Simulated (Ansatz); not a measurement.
C₄H₁₁BO, SMILES `BOC(C)(C)C` at its PBE0-D4/def2-TZVP geometry, where that method's forces vanish. The species carries charge 0 and has multiplicity 1.

| atom | x (Å) | y (Å) | z (Å) |
| --- | --- | --- | --- |
| B1 | -1.391 | 1.674 | 0.743 |
| O2 | -0.391 | 0.816 | 0.965 |
| C3 | 0.182 | -0.147 | 0.060 |
| C4 | -0.452 | -0.121 | -1.318 |
| C5 | -0.020 | -1.502 | 0.717 |
| C6 | 1.660 | 0.197 | -0.023 |
| H7 | -1.689 | 2.379 | 1.666 |
| H8 | -1.963 | 1.747 | -0.309 |
| H9 | -0.335 | 0.854 | -1.797 |
| H10 | 0.038 | -0.869 | -1.945 |
| H11 | -1.517 | -0.356 | -1.278 |
| H12 | 0.464 | -2.288 | 0.133 |
| H13 | 0.407 | -1.501 | 1.722 |
| H14 | -1.084 | -1.735 | 0.795 |
| H15 | 2.100 | 0.212 | 0.975 |
| H16 | 1.799 | 1.181 | -0.476 |
| H17 | 2.191 | -0.540 | -0.629 |

Question: For each bond, give half the difference of the two atoms' forces along it (eV/Å; positive pushes the atoms apart) under PBE-D4, r2SCAN-D4, B3LYP-D4, ωB97M-V in def2-TZVPP. (An estimate is asked.)

Answer: The calculation gave: 
```tsv
bond	length (Å)	PBE-D4	r2SCAN-D4	B3LYP-D4	ωB97M-V
B1–O2	1.337	0.24	0.09	0.03	0.16
B1–H8	1.200	-0.04	-0.08	-0.11	-0.14
O2–C3	1.441	0.32	0.29	0.23	0.11
C3–C4	1.517	-0.06	0.01	0.11	0.08
C3–C5	1.520	0.01	0.04	0.09	0.06
C3–C6	1.520	0.01	0.04	0.09	0.06
C4–H9	1.092	0.10	-0.03	-0.08	-0.07
C4–H10	1.092	0.09	-0.04	-0.08	-0.06
C4–H11	1.091	0.10	-0.03	-0.08	-0.07
C5–H12	1.092	0.09	-0.03	-0.07	-0.06
C5–H13	1.091	0.09	-0.04	-0.07	-0.06
C6–H15	1.091	0.10	-0.04	-0.07	-0.06
C6–H16	1.092	0.09	-0.03	-0.07	-0.06
C6–H17	1.092	0.09	-0.03	-0.07	-0.06
```

B3LYP here is the variant with VWN-RPA as its local correlation; programs differ in this.

Computed with Ansatz.
